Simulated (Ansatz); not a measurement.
Basis-set series for `C[O][Al]([NH2])[SH]`. The species carries charge 0 and has multiplicity 1. The geometry is a stationary point of PBE0-D4/def2-TZVP. It is one conformer, not always the lowest.

```tsv
functional	basis	functions	energy (Eh)	HOMO (eV)	LUMO (eV)
PBE0-D4	def2-SVP	108	-811.66727	-7.03	0.17
PBE0-D4	def2-TZVPP	261	-812.09974	-7.28	-0.10
ωB97M-V	def2-SVP	108	-811.99896	-9.27	1.78
ωB97M-V	def2-TZVPP	261	-812.43703	-9.54	1.44
```

(1) Give the rows for def2-QZVPP. (Estimate.)

## Answers

(1) Computed: 
| functional | basis | functions | energy (Eh) | HOMO (eV) | LUMO (eV) |
| --- | --- | --- | --- | --- | --- |
| PBE0-D4 | def2-QZVPP | 491 | -812.13026 | -7.33 | -0.37 |
| ωB97M-V | def2-QZVPP | 491 | -812.46627 | -9.60 | 0.96 |

Positive LUMOs are unbound and depend on the basis.
